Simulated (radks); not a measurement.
Question: The mean radii <r> (bohr) of the occupied orbitals of an atom or ion are listed with their occupations. Calculated with a radial shooting solver on a logarithmic mesh with Libxc functionals: scalar-relativistic Kohn-Sham, BLYP, spin-unpolarised, spherical densities, point nucleus.

| orbital | occ. | <r> |
|---|---|---|
| 1s | 2 | 0.02232 |
| 2s | 2 | 0.09511 |
| 2p | 6 | 0.08389 |
| 3s | 2 | 0.2496 |
| 3p | 6 | 0.2481 |
| 3d | 10 | 0.2260 |
| 4s | 2 | 0.5653 |
| 4p | 6 | 0.5983 |
| 4d | 10 | 0.6514 |
| 5s | 2 | 1.349 |
| 5p | 6 | 1.558 |
| 4f | 6 | 0.8780 |

Name the element and its charge.

Answer: Z = 63, europium, charge +3: Eu3+ in [Xe] 4f6. The 1s radius gives Z: for a bare nucleus <r> = (2 gamma + 1)/(2Z) with gamma = sqrt(1 - (Z/c)^2), 0.02203 bohr for Z = 63, and screening makes it slightly larger (0.02232 here). The occupations add up to 60, and the charge is Z minus that.
